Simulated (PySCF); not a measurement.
Ca₂H₄: from structure and modes to constants

Computed with PBE0 in PySCF with Ca def2-TZVP, H def2-TZVP; no relativity; density-fitted integrals.

The singlet minimum has D2h symmetry. Masses (u): Ca 39.96259, H 1.00782.

```xyz
6
charge 0 multiplicity 1, angstrom
Ca   -1.7261    0.0000    0.0000
Ca    1.7261    0.0000    0.0000
H    -3.7544    0.0000    0.0000
H     0.0000   -1.3497    0.0000
H     0.0000    1.3497    0.0000
H     3.7544    0.0000    0.0000
```

Harmonic wavenumbers (cm⁻¹): 59.4 (b2g, ×1), 96.2 (b3u, ×1), 207.3 (ag, ×1), 222.3 (b2u, ×1), 245.3 (b3g, ×1), 485.4 (b3u, ×1), 890.5 (b2u, ×1), 992.7 (ag, ×1), 993.6 (b3g, ×1), 1116.3 (b1u, ×1), 1292.9 (b1u, ×1), 1305.8 (ag, ×1).

Q: Find the vibrational entropy and heat capacity at 298.15 K.

A: With u = 1.43878 ω/T, each mode gives S = R[u/(eᵘ−1) − ln(1−e⁻ᵘ)] and C = R u² eᵘ/(eᵘ−1)².
```
ω (cm⁻¹)      u  S (J/(mol K))  C (J/(mol K))
    59.4  0.287          18.73           8.26
    96.2  0.464          14.77           8.17
   207.3  1.000           8.65           7.65
   222.3  1.073           8.12           7.56
   245.3  1.184           7.38           7.41
   485.4  2.342           2.91           5.37
   890.5  4.297           0.61           2.15
   992.7  4.791           0.40           1.61
   993.6  4.795           0.40           1.61
  1116.3  5.387           0.24           1.11
  1292.9  6.239           0.12           0.63
  1305.8  6.301           0.11           0.61
```
The sums over all modes are S = 62.4 and C = 52.1 J/(mol K); the softest mode gives 30 % of the entropy.

Q: Give the standard entropy (298.15 K, 1 bar) by its translational, rotational, vibrational and spin parts, and Cp.

A: Sackur–Tetrode with M = 83.96 u gives 164.1; rotation with symmetry number 4 gives 88.9; vibration 62.4; spin R ln 1 = 0.0. The total is 315.5 J/(mol K), and Cp = 4 R + 52.1 = 85.4 J/(mol K).

This need not be the most stable arrangement of these atoms.
